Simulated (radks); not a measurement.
Results of a calculation; reference values are marked as such.
Removal energies from the copper ion Cu11+, [Ar], by Delta-SCF beside the eigenvalue of the level emptied. Level of theory: scalar-relativistic Kohn-Sham, PBE, spin-polarised, spherical densities, finite nucleus; Fermi nuclear charge, rms radius of each element as measured or else 0.836 A^(1/3) + 0.57 fm (a radial shooting solver on a logarithmic mesh with Libxc functionals). Open shells are filled with parallel spins first.

removed from   final configuration  Delta-SCF (eV)  -eigenvalue (eV)
3p                    [Ne] 3s2 3p5          368.23            351.57
3s                    [Ne] 3s1 3p6          412.89            396.29
2p            [He] 2s2 2p5 3s2 3p6          1291.2            1245.3
2s            [He] 2s1 2p6 3s2 3p6          1430.5            1390.7
